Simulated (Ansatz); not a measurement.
Reaction (ligand exchange at a Zr–N bond): `CC(C)[NH][Zr]([Cl])([Cl])[Cl]` + HI → `[Cl][Zr]([Cl])([Cl])[I]` + `CC(C)N`

Calculated with Ansatz (gas phase, PBE0-D4/def2-TZVP geometries, no zero-point term in ΔE). CBS: MP2 limit from def2 TZ/QZ plus the TZ coupled-cluster correction, frozen cores. DFT in def2-TZVPP. HSE06 is defined as in plane-wave codes. def2 core potentials past Kr. For I, Zr outer-core shells are correlated without core-valence functions, which leaves a few kJ/mol of doubt a bond. One conformer a species, not always the lowest.

| level | ΔE (kJ/mol) | difference from CCSD(T)/CBS |
| --- | --- | --- |
| LDA (SPW92) | -58.1 | 5.1 |
| PBE-D4 | -61.4 | 1.8 |
| BHLYP-D4 | -64.3 | -1.1 |
| BLYP | -67.3 | -4.1 |
| HSE06 | -72.0 | -8.8 |
| MP2/def2-SVP | -45.6 | 17.6 |
| SCS-MP2/def2-TZVPP | -62.0 | 1.2 |
| HF/CBS(def2) | -78.5 | -15.3 |
| MP2/CBS(def2) | -72.3 | -9.1 |
| CCSD/CBS(def2) | -62.7 | 0.5 |
| CCSD(T)/CBS | -63.2 | 0 |

Largest T1 diagnostic among the species: 0.015.

At CCSD(T), def2-SVP lies +22.9 kJ/mol from the extrapolated value and def2-TZVPP +6.5 kJ/mol. In def2-TZVPP, CCSD(T) changes the Hartree–Fock value by +19.9 kJ/mol (the triples alone add −0.5 kJ/mol) and MP2 by +10.7 kJ/mol. From r2SCAN to r2SCAN0 (25 % exact exchange), in def2-TZVPP and without D4, ΔE moves by −3.0 kJ/mol.
